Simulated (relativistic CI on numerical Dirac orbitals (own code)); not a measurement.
## Ni³⁺: L2,3 absorption edge

Computed with this model: Dirac-Coulomb-Breit CI, separate exchange-only KLI orbitals for each configuration, QED by a radiative potential, valence Slater integrals scaled by 0.8, multiplet model of core-to-valence dipole absorption; configurations [Ar] 3d7 → [He] 2s2 2p5 3s2 3p6 3d8; 300 K; Lorentzian 0.4 eV and Gaussian 0.3 eV FWHM. Energies are those of the free ion, without screening or charge transfer. The branching ratio is the share of the lower-energy edge in the whole absorption, uncertain by about 0.02 where the edges overlap. S is read from ⟨S²⟩ = S(S + 1).

Field parameters in Wybourne normalisation: Oh B⁴₀ = 21Dq, B⁴₄ = √(5/14) B⁴₀. The field is a parameter set, without covalency.

Case Oh, 10Dq = 19700 cm⁻¹, the dichroism is that of the ground state at zero temperature, magnetised by exchange field 10 meV on Sz. The dichroism I(Δm = −1) − I(Δm = +1), over the sum of the three polarisations, integrates to -0.1576 on the lower edge and 0.0262 on the upper edge. The branching ratio is 0.820.

Task: Use the orbital sum rule with 3 holes to get ⟨Lz⟩.

Result: For a p → d edge ⟨Lz⟩ = 2 × n_h × (sum of both integrals) in this sign convention = -0.79; the ground state itself has ⟨Lz⟩ = -0.78 and ⟨Sz⟩ = -1.02. The rule assumes one radial integral for both edges, which relativistic orbitals only approach.
